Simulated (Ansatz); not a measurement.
C3H8OSi can be A, `CC(C)O[SiH]`, or B, `C=CO[SiH2]C`.

Computed with Ansatz on PBE0-D4/def2-TZVP structures; ΔE is electronic, products minus reactants. CBS: MP2 limit from def2 TZ/QZ plus the TZ coupled-cluster correction, frozen cores. Functionals use def2-TZVPP. B3LYP here is the variant with VWN-RPA as its local correlation; programs differ in this. Each species was taken in one conformer, which may not be the lowest.

Q: Which isomer does CCSD(T)/CBS put lower? Give the gap. (An estimate is asked.)

A: The calculation gave: B, by 20.0 kcal/mol.

Q: Give E(B) − E(A) in kcal/mol with ωB97M-V, B3LYP, CCSD/def2-TZVPP, r2SCAN-D4, B2PLYP, B3LYP-D4, PBE0-D4. (Best estimate.)

A: The calculation gave: ωB97M-V -18.7, B3LYP -21.0, CCSD/def2-TZVPP -18.8, r2SCAN-D4 -23.4, B2PLYP -21.0, B3LYP-D4 -20.8, PBE0-D4 -19.9. None reverses the order clearly.

Largest T1 diagnostic: 0.014.

In def2-TZVPP, CCSD(T) changes the Hartree–Fock value by +5.0 kcal/mol (the triples alone add −0.1 kcal/mol) and MP2 by +3.1 kcal/mol. From PBE to PBE0 (25 % exact exchange), in def2-TZVPP and without D4, E(B) − E(A) moves by −0.9 kcal/mol.
